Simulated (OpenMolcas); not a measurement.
**Computed transition rates of Sb³⁺**

```json
{
  "Program": "OpenMolcas",
  "Method": "MS-CASPT2, IPEA 0.25 Eh, imaginary shift 0.1 Eh (closed shells correlated: 4d)",
  "Basis": "ANO-RCC [10s9p8d5f3g]",
  "Scalar Hamiltonian": "DKH2, point nucleus",
  "Active space": "2 electrons in 8 orbitals (5s 5p 6s 6p)",
  "State averaging": "2S+1 = 3 even, 3 roots; 2S+1 = 1 even, 7 roots; 2S+1 = 3 odd, 3 roots; 2S+1 = 1 odd, 3 roots",
  "Spin-orbit coupling": "state interaction with AMFI integrals over the reference wave functions, term energies averaged over their components"
}
```

Rates come from the transition moments of the reference wave functions (E1 and E2 in the length form). At fixed line strength A goes as λ^-3 for E1 and M1 and as λ^-5 for E2, so a rate at the computed wavelength can be rescaled to the measured one. Measured vacuum wavelengths follow from level energies in Moore, Atomic Energy Levels, vol. III, NSRDS-NBS 35 (1971 reprint of NBS Circular 467, 1958). Branching counts decays inside the model space alone, at computed energies, and the table is only a selection of the E1 lines, drawn from those between levels with measured partners whose computed energy lies within a factor of 1.5 of the measured one.

```
         Upper        Lower  Type  λ computed (nm)  λ measured (nm)  A computed (s-1)  A rescaled (s-1)  Branching %
5p2 1D2 [62 %]  5s 5p 1P* 1    E1            160.4            166.7          8.26e+08          7.36e+08         31.9
5p2 3P2 [62 %]  5s 5p 1P* 1    E1            145.2              148          8.55e+08                           23.5
       5p2 3P1  5s 5p 3P* 2    E1            118.7            119.3          1.55e+09          1.53e+09         36.7
5p2 1D2 [62 %]  5s 5p 3P* 2    E1            118.1            119.9          1.08e+09                           41.5
       5p2 3P0  5s 5p 3P* 1    E1            115.8            117.1          3.95e+09          3.82e+09        100.0
       5p2 3P1  5s 5p 3P* 1    E1            112.1            111.5          1.09e+09          1.11e+09         25.9
5p2 1D2 [62 %]  5s 5p 3P* 1    E1            111.6              112          6.88e+08                           26.6
5p2 3P2 [62 %]  5s 5p 3P* 2    E1            109.7            109.9          2.20e+09          2.19e+09         60.4
5p2 3P2 [62 %]  5s 5p 3P* 1    E1              104            103.3          5.84e+08          5.96e+08         16.0
```

Spin-changing lines and M1 lines between different terms are not rescaled, since their strength hangs on the term gaps too.

The largest correction is for 5p2 1D2 [62 %] → 5s 5p 1P* 1 (E1): 8.26e+08 × (160.4 / 166.7)^3 = 7.36e+08 s-1, a factor of 0.89.

The computed rate and branching of 5p2 3P0 → 5s 5p 3P* 1 give the upper level a radiative lifetime of 1.000 / 3.95e+09 s-1 = 2.53e-10 s, counting decays inside the model space alone. The rescaled rate gives about 2.6e-10 s.

The computed order of these levels differs from the measured one in 1 place, and where term gaps are wrong the rates of spin-changing lines can be off by large factors.

No measured rate stands beside these. Rescaling mends the energy factor alone: line strengths can still be far off where a level mixes with configurations outside the active space, and weak or spin-changing lines hang on small mixing coefficients that depend on the term gaps too, so rescaling need not improve them.

CASPT2 does not keep the components of a term degenerate, so their means are used; among the terms shown or strongly mixed into the levels shown the widest spread is 240 cm-1 (5p2 1D). Over all roots computed the reference weight is 0.87 to 0.94; the roots of lowest weight are the least certain, and an intruder state may touch them. Active for correlation alone: 6p 6s; no level in the range computed is led by a configuration that fills them, so any true level of that kind is missing. The ¹D term of p² mixes with s d, which this space lacks. Measured partners are found by configuration, term and J. A level has none where our copy of the source lacks it or the pairing is in doubt (some pairs that miss far off the trend of their configuration count as doubtful). Levels of configurations outside the active space are missing.

A share in square brackets marks a mixed level and gives the weight of the term that names it. * marks odd parity.
